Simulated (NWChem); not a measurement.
Molecule: H$_{2}$BO$_{3}$, doublet; SMILES OB(O)[O]

```xyz
6

O      0.1281     0.0000    -1.3869
B      0.0027     0.0000    -0.0294
O     -0.1453    -1.2320     0.5783
O      0.0369     1.2320     0.5951
H      0.2515    -1.2608     1.4672
H     -0.5162     1.2609     1.3962
```
Atoms are numbered in this order, from 1.

Level: PBE-D3(BJ)/def2-SVP, spin-unrestricted (NWChem), optimised geometry, unscaled harmonic frequencies. 

| frequency (cm⁻¹) | IR intensity (km/mol) |
|---|---|
| 116 | 113.2 |
| 332 | 31.2 |
| 410 | 13.3 |
| 411 | 57.0 |
| 568 | 63.7 |
| 859 | 3.0 |
| 920 | 44.4 |
| 938 | 194.8 |
| 1333 | 246.8 |
| 1373 | 37.9 |
| 3745 | 54.5 |
| 3748 | 125.5 |

The zero-point energy is 21.1 kcal/mol and the thermal correction to the enthalpy at 298.15 K (with zero-point energy) comes out as 24.7 kcal/mol. The heat capacity Cv comes out as 15.2 cal/(mol K). The entropy at 298.15 K and 1 atm (symmetry number 2, electronic part: spin degeneracy alone) comes out as 69.4 cal/(mol K) and the dipole moment is 3.72 D.

Rigid rotor and harmonic oscillator.
